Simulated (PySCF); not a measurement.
Screening by computed properties: pick the candidate that meets the target.

Each SMILES stands for a single optimised conformer of the isolated species, non-relativistic unless stated. Electronic properties by PySCF.

Dipoles, sizes and rotational constants follow the conformer. The torsions of the flexible species, by atom-mapped SMILES:
- `[CH3:1][O:2][c:3]1[n:4][cH:5][cH:6][p:7][c:8]1[CH:9]=[O:10]`: C1–O2–C3–N4 0°, P7–C8–C9–O10 0°
- `[CH3:1][CH:2]([CH3:3])[N:4]([CH3:5])[CH2:6][CH:7]=[C:8]([F:9])[F:10]`: C1–C2–N4–C5 -156°, C2–N4–C6–C7 -157°, N4–C6–C7–C8 -130°
- `[CH3:1][S:2][c:3]1[cH:4][cH:5][n:6][n:7]1[CH:8]1[CH2:9][CH2:10]1`: C1–S2–C3–C4 2°, N6–N7–C8–C9 36°
- `[CH2:1]=[CH:2][CH2:3][C@H:4]([SiH3:5])/[C:6]([F:7])=[CH:8]/[F:9]`: C1–C2–C3–C4 112°, C2–C3–C4–Si5 -172°, C3–C4–C6–F7 60°
- `[CH3:1][C:2](=[O:3])[c:4]1[n:5][cH:6][s:7][n:8]1`: C1–C2–C4–N5 6°
- `[F:1]/[CH:2]=[C:3](/[F:4])[C@@H:5]([SiH3:6])[CH:7]1[CH2:8][CH2:9]1`: C2–C3–C5–Si6 111°, C3–C5–C7–C8 156°
- `[CH3:1][Si+:2]([CH3:3])[CH2:4][CH2:5][CH:6]1[CH2:7][CH2:8]1`: C1–Si2–C4–C5 89°, Si2–C4–C5–C6 -178°, C4–C5–C6–C7 82°
- `[CH3:1][CH2:2][c:3]1[n:4][cH:5][c:6]([CH3:7])[n:8][n:9]1`: C1–C2–C3–N4 89°

Problem. Wanted: dipole moment between 1.4 D and 2 D (PBE0/pcSseg-1) and HOMO–LUMO gap above 6 eV (PBE0/pcSseg-1), at GFN2-xTB geometries. Which candidate meets both?
A. `COC1=NC=CP=C1C=O`
B. `F/C=C(/F)[C@@H]([SiH3])C1CC1`
C. `CSc1ccnn1C1CC1`
D. `CC(=O)c1ncsn1`
E. `C=CC[C@H]([SiH3])/C(F)=C/F`
F. `CC(C)N(C)CC=C(F)F`

Solution. F. Computed values:
```csv
species,dipole moment,HOMO–LUMO gap
F/C=C(/F)[C@@H]([SiH3])C1CC1,0.82 D,7.29 eV
CC(C)N(C)CC=C(F)F,1.90 D,6.92 eV
CSc1ccnn1C1CC1,2.21 D,6.61 eV
C=CC[C@H]([SiH3])/C(F)=C/F,2.60 D,7.08 eV
COC1=NC=CP=C1C=O,4.06 D,4.63 eV
CC(=O)c1ncsn1,4.44 D,5.40 eV
```

Problem. Wanted: smallest rotational constant between 0.58 GHz and 0.64 GHz (GFN2-xTB) and HOMO energy below -10 eV (PBE0/pcSseg-1), at GFN2-xTB geometries. Which candidate meets both?
A. `CC(C)N(C)CC=C(F)F`
B. `COc1nccpc1C=O`
C. `CCc1ncc(C)nn1`
D. `CC(=O)C1=NSC=N1`
E. `C[Si+](C)CCC1CC1`

Solution. E. Computed values:
| species | smallest rotational constant | HOMO energy |
| --- | --- | --- |
| CC(C)N(C)CC=C(F)F | 0.553 GHz | -6.19 eV |
| C[Si+](C)CCC1CC1 | 0.609 GHz | -11.42 eV |
| COc1nccpc1C=O | 0.669 GHz | -7.43 eV |
| CCc1ncc(C)nn1 | 0.922 GHz | -6.62 eV |
| CC(=O)C1=NSC=N1 | 0.995 GHz | -7.62 eV |
